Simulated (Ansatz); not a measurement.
Cost and result for the atomization energy of ClGe2H5O, SMILES `[OH][GeH]([Cl])[GeH3]` (9 atoms, 8 bonds).

```xyz
9

O     1.4041   -1.0577   -1.2831
Ge   -0.1874   -0.3566   -0.9381
Cl   -0.3972    1.4387   -2.1375
Ge   -0.4124    0.3414    1.3770
H     2.1273   -0.4522   -1.1013
H    -1.1804   -1.3905   -1.4826
H     0.7451    1.2958    1.7024
H    -1.7522    1.0646    1.5622
H    -0.3469   -0.8835    2.3009
```

Charge 0, multiplicity 1. Correlated methods include outer-core shells of Ge, which these sets cover unevenly. Scalar relativity is left out up to krypton. The structure was optimised at the PBE0-D4/def2-TZVP level. It is one conformer, not always the lowest. Program: Ansatz. All runs use 4 threads of an Arm Neoverse V2 on a shared host. Times are those of one run each, without the atoms' runs, and a repeat can differ threefold. Electronic energies, without spin–orbit coupling; frozen cores. CCSD(T)/CBS adds CCSD(T) − MP2 in def2-TZVPP to the MP2 limit, and its time is that of the two runs behind it. T1 = 0.012. With those shells the extrapolation isn't a true limit.

CCSD(T)/CBS is a level of theory with its own doubt, some kJ/mol a heavy atom from the limit and from the frozen cores, so smaller differences don't rank the functionals.

```
                             level  functions  atomization (kJ/mol)  difference from CCSD(T)/CBS  per bond
                 B2PLYP/def2-TZVPP        239                2558.4                        -66.7      -8.3
               PBE-QIDH/def2-TZVPP        239                2577.5                        -47.6      -6.0
           CAM-B3LYP-D4/def2-TZVPP        239                2593.0                        -32.1      -4.0
                BLYP-D4/def2-TZVPP        239                2559.8                        -65.3      -8.2
                    MP2/def2-QZVPP        455                2617.6                         -7.5      -0.9
                 B97M-V/def2-TZVPP        239                2641.4                         16.3       2.0
                 CCSD(T)/CBS(def2)          –                2625.1                          0.0       0.0
                  CCSD(T)/def2-SVP        121                2408.5                       -216.6     -27.1
                ωB97X-V/def2-TZVPP        239                2625.7                          0.6       0.1
                CCSD(T)/def2-TZVPP        239                2567.4                        -57.7      -7.2
             r2SCANh-D4/def2-TZVPP        239                2597.6                        -27.5      -3.4
r2SCAN-D4/def2-TZVPP (with forces)        239                2616.8                         -8.3      -1.0
                PBE0-D4/def2-TZVPP        239                2568.6                        -56.5      -7.1
```

Problem. Order the runs by time, with rough figures. (An estimate is asked.)

Solution. The calculation gave: BLYP-D4/def2-TZVPP 2.5 s; PBE0-D4/def2-TZVPP 4.5 s; CAM-B3LYP-D4/def2-TZVPP 5.5 s; r2SCAN-D4/def2-TZVPP (with forces) 6.5 s; B2PLYP/def2-TZVPP 7.5 s; PBE-QIDH/def2-TZVPP 7.5 s; r2SCANh-D4/def2-TZVPP 8 s; ωB97X-V/def2-TZVPP 11 s; B97M-V/def2-TZVPP 11 s; CCSD(T)/def2-SVP 12 s; MP2/def2-QZVPP 29 s; CCSD(T)/def2-TZVPP 4.5 min; CCSD(T)/CBS(def2) 5 min.

At CCSD(T), def2-SVP lies −216.6 kJ/mol from the extrapolated value and def2-TZVPP −57.7 kJ/mol: correlation converges slowly with the basis, and small sets miss more of it in the bonded molecule than in its fragments. The D4 term adds +33.9 kJ/mol with B3LYP and +17.9 kJ/mol with PBE0; it sums over pairs of atoms, weighted by their polarisabilities, and B3LYP, whose exchange is more repulsive, gets the larger term. Leaving LDA and LC-ωPBE aside and taking each functional with its dispersion term where it has one, the values, not all of them listed here, spread over 126.4 kJ/mol, from BHLYP-D4 to B97M-V. LDA lies +399.1 kJ/mol from PBE without D4, its usual overbinding.

B3LYP here is the variant with VWN-RPA as its local correlation; programs differ in this.

For some Ge, Se and Sn compounds the MP2-based and the directly extrapolated limit differ by 10 to 25 kJ/mol.
